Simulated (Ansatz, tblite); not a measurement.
Removing and adding an electron: the cluster Cu2Au. Charge 0, multiplicity 2. Geometry: PBE0-D4/def2-TZVP. Ansatz, gas phase; energy differences of separate SCF runs; the oxidised species is a singlet (the triplet lies 2.62 eV higher at PBE0-D4/def2-TZVP); the reduced species is a triplet (the singlet lies 0.07 eV higher at PBE0-D4/def2-TZVPD).

Cartesian coordinates in Å:
```
Au -0.396 -1.149 0.883
Cu -0.004 1.317 0.435
Cu 0.400 -0.168 -1.318
```

In the def2 sets Au takes a core potential; there is no spin–orbit coupling. The xTB rows come from tblite. The structure comes from a short search, and lower isomers may exist.

```
               level  −HOMO (eV)  vertical IE (eV)  −LUMO (eV)  vertical EA (eV)  HOMO–LUMO gap (eV)  IE − EA (eV)                       remarks
            GFN1-xTB           –             13.11           –              6.74                   –          6.37                             –
            GFN2-xTB           –              8.42           –              2.09                   –          6.33                             –
    PBE-D4/def2-TZVP        4.18              6.63        3.57                 –                0.61             –                             –
r2SCAN-D4/def2-TZVPD        4.36                 –        3.36              1.50                1.00             –  HOMO above zero (-1 triplet)
```

Estimate the rows for PBE-D4/def2-TZVPD, r2SCAN-D4/def2-TZVP, PBE0-D4/def2-TZVP, PBE0-D4/def2-TZVPD.


```tsv
level	−HOMO (eV)	vertical IE (eV)	−LUMO (eV)	vertical EA (eV)	HOMO–LUMO gap (eV)	IE − EA (eV)	remarks
PBE-D4/def2-TZVPD	4.20	–	3.59	1.45	0.61	–	HOMO above zero (-1 triplet)
r2SCAN-D4/def2-TZVP	4.35	6.57	3.35	–	0.99	–	–
PBE0-D4/def2-TZVP	4.61	6.33	2.65	–	1.96	–	–
PBE0-D4/def2-TZVPD	4.63	–	2.66	1.23	1.96	–	HOMO above zero (-1 triplet)
```

   A HOMO above zero means that the electron is unbound at that level or that self-interaction error raises the level; the energy of removing that electron tells which. HOMO and LUMO are the levels of the spin that leaves or enters (xTB has no such levels and no spin-polarisation term). Other spin states of the ions may lie lower, which would lower the ionisation energy or raise the affinity. Raw xTB energy differences between charge states are shifted by several eV; the methods need an empirical correction for them.
